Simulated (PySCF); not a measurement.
BeSn⁻: from constants to spectrum

UHF-SCS-MP2 constants of BeSn⁻, ⁴Σ⁻ (quartet), unpaired electrons σ ↑, π ↑↑ (basis Be aug-cc-pVDZ, Sn aug-cc-pVDZ-PP with ECP28; scalar-relativistic core potentials; PySCF 2.14; masses 9.0122 and 119.9022 u):

* ωe: 380.8 cm⁻¹
* ωexe: 4.54 cm⁻¹
* Be: 0.32716 cm⁻¹
* αe: 0.00417 cm⁻¹
* D (centrifugal): 9.66e-07 cm⁻¹
* De to Be + Sn⁻: 0.91 eV

(1) Give the vibrational terms G(v) and spacings up to v = 6.

(2) How well does the Morse estimate ωe²/(4ωexe) reproduce De, and what is D0?

Correlated steps freeze 4 core orbitals. Correlated levels converge slowly with the basis: in double zeta they bind strong bonds too weakly, by up to about 1 eV, and carry superposition errors of some tenths. These are scalar-relativistic numbers at best; spin–orbit coupling would shift them, the dissociation energy most. For an ion De counts to the pair picked by the measured ionisation energies or electron affinities, which need not be the lowest pair at this level. The state was picked by a PBE0 search and need not be the measured ground state.

Results:

(1) G(v) = ωe(v+½) − ωexe(v+½)².

| v | G(v) (cm⁻¹) | G(v) − G(v−1) | Bv (cm⁻¹) |
| --- | --- | --- | --- |
| 0 | 189 |  | 0.3251 |
| 1 | 561 | 372 | 0.3209 |
| 2 | 924 | 363 | 0.3167 |
| 3 | 1277 | 354 | 0.3126 |
| 4 | 1622 | 344 | 0.3084 |
| 5 | 1957 | 335 | 0.3042 |
| 6 | 2283 | 326 | 0.3001 |

(2) It gives 0.99 eV, 109 % of the computed De. D0 = De − G(0) = 0.91 − 0.02 = 0.89 eV.
